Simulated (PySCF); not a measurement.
Electron correlation in C⁺ (carbon, charge +1)

[He] 2s2 2p1, 2P determinant. Computed with PySCF 2.14 in aug-cc-pVQZ, with the non-relativistic Hamiltonian (point nucleus). Frozen: 1s2; 3 electrons correlated.

MP2 pair energies summed by pair of shells (mhartree):

```csv
pair,energy,share (%)
2s-2s,-30.89,56.4
2s-2p,-23.84,43.6
```

Total MP2 correlation energy: -54.73 mhartree.

Same-spin part -3.76 and opposite-spin part -50.98 mhartree; SCS-MP2 scales them by 1/3 and 6/5 to -62.42 mhartree.
